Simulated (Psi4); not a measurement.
Pair of molecules: SiH4 (SMILES [SiH4]) (first 5 atoms) with SiH4 (SMILES [SiH4]); geometry from B3LYP-D3(BJ)/def2-TZVP, rigid monomers moved along the line of their centres of mass till Si1···Si6 is 5.62 Å.
(charge 0, multiplicity 1):
```xyz
10

Si     0.018    -0.168    -0.102
H      1.069     0.873    -0.087
H     -1.076     0.225     0.816
H      0.590    -1.458     0.342
H     -0.521    -0.309    -1.473
Si    -0.031     0.301     5.504
H     -0.837    -0.916     5.261
H      1.104     0.335     4.554
H      0.490     0.281     6.889
H     -0.872     1.502     5.308
```

Level of theory: SAPT0/jun-cc-pV(D+d)Z (Psi4).

Give the four SAPT terms and the total, and say what mostly holds the pair together.

electrostatics -0.6, exchange 0.5, induction -0.1, dispersion -5.5, total -5.7 meV; the largest attraction is dispersion.
